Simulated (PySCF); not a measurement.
Molecule: SMILES O=C(CB(F)F)C(F)(F)F, C₃H₂BF₅O.

Bonds (- single, = double, # triple, : aromatic): O1=C2, C2-C3, C3-B4, B4-F5, B4-F6, C2-C7, C7-F8, C7-F9, C7-F10. C3 carries H11, H12.

Frames of a GFN2-xTB Langevin trajectory at 600 K; GIAO PBE0/pcSseg-1 shieldings in PySCF 2.14, gas phase, non-relativistic; equivalent atoms averaged within each frame.

Referencing at the same level of theory: 17O (336.08 ppm) vs H2O; TMS for 13C (186.93 ppm), 1H (31.72 ppm); 11B (100.07 ppm) against BF3·OEt2; 19F (170.95 ppm) vs CFCl3. The references are static minima.

Problem. How do the shifts (ppm) fluctuate along the trajectory?

Solution. 
```csv
time (fs),O1,C2,C7,C3,B4,F5/F6,F8/F9/F10,H11/H12
optimised geometry,668.2,193.0,125.1,29.9,24.4,-63.9,-94.6,2.74
250,711.7,201.3,122.0,37.0,25.8,-55.5,-83.8,4.10
425,621.8,186.6,138.7,30.6,27.5,-42.6,-58.4,2.99
625,664.6,197.3,128.5,29.8,26.0,-58.3,-80.0,2.82
800,631.0,199.0,127.3,22.2,23.7,-60.4,-88.1,3.38
1000,717.1,193.1,132.1,33.3,30.1,-43.8,-64.1,3.17
mean of frames,669.3,195.5,129.7,30.6,26.6,-52.1,-74.9,3.29
standard deviation,44.3,5.8,6.2,5.5,2.4,8.3,12.9,0.50
```

5 frames give an uncertainty of the mean of about the standard deviation over 2.2 at best, since frames this close in time may not be independent; classical motion lacks zero-point vibration, and the reference would need the same averaging.
